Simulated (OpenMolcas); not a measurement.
## Ni7+, Pd7+, Pt7+: d³ down the group

```
Program             : OpenMolcas
Method              : MS-CASPT2, IPEA 0.25 Eh, imaginary shift 0.1 Eh
Basis               : ANO-R3
Scalar Hamiltonian  : X2C, finite nucleus
Spin-orbit coupling : RASSI with atomic mean-field integrals over the reference wave functions, term energies averaged over their components
```

Active space for each ion: 3 electrons in 5 orbitals (d); closed shells correlated by CASPT2: Ni7+ 3s 3p; Pd7+ 4s 4p; Pt7+ 5s 5p.

Computed levels in cm-1 above ⁴F_3/2:

| Level | Ni7+ | Pd7+ | Pt7+ |
| --- | --- | --- | --- |
| ⁴F_5/2 | 960 | 2300 | 9870 |
| ⁴F_7/2 | 2230 | 4960 | 16690 |
| ⁴P_1/2 | 23880 | 16770 | 22150 |
| ⁴P_5/2 | 25390 | 20200 | 33300 |
| ²G_7/2 | 25960 | 19820 | 31250 |
| ²G_9/2 | 27170 | 21130 | 51110 |
| ²P_1/2 | 33620 | 25650 | 39540 |
| ²H_9/2 | 36370 | 28490 | 33050 |
| ²D_5/2(1) | 36710 | 29730 | 46410 |
| weight of ⁴F in the lowest level (%) | 100 | 97 | 77 |

Mixed levels, with the weight of the term that names them: Pd7+ ²G_9/2 (63 %), Pd7+ ²H_9/2 (67 %), Pt7+ ⁴P_1/2 (67 %), Pt7+ ²G_7/2 (75 %), Pt7+ ²G_9/2 (58 %), Pt7+ ²P_1/2 (67 %), Pt7+ ²H_9/2 (54 %).

Measured, with the error of the calculation in %. Measured levels: Ni7+ from Corliss and Sugar, J. Phys. Chem. Ref. Data 10, 197 (1981).

```csv
Level,Ni7+
⁴F_5/2,1012 (-5.2)
⁴F_7/2,2184 (+1.9)
⁴P_1/2,23261 (+2.6)
⁴P_5/2,24669 (+2.9)
```

The fine-structure level ⁴F_7/2 changes by a factor of 7.48 from Ni7+ to Pt7+.

Without spin-orbit coupling ⁴P lies 22680, 14300, 13230 cm-1 above ⁴F in that order; the difference to the level ⁴P_1/2, of either sign, comes from spin-orbit coupling, which also lowers the zero.

CASPT2 breaks the degeneracy within a term, and the mean is taken; among the terms shown or strongly mixed into the levels shown the widest spread is 840 cm-1 (4d³ ⁴F, Pd7+). Measured partners are found by configuration, term and J. A level has none where our copy of the source lacks it or the pairing is in doubt (some pairs that miss far off the trend of their configuration count as doubtful), and it then counts in no deviation. Levels of configurations outside the active space are missing.

A number in round brackets counts repeated terms of one configuration in the order of the reference energies.
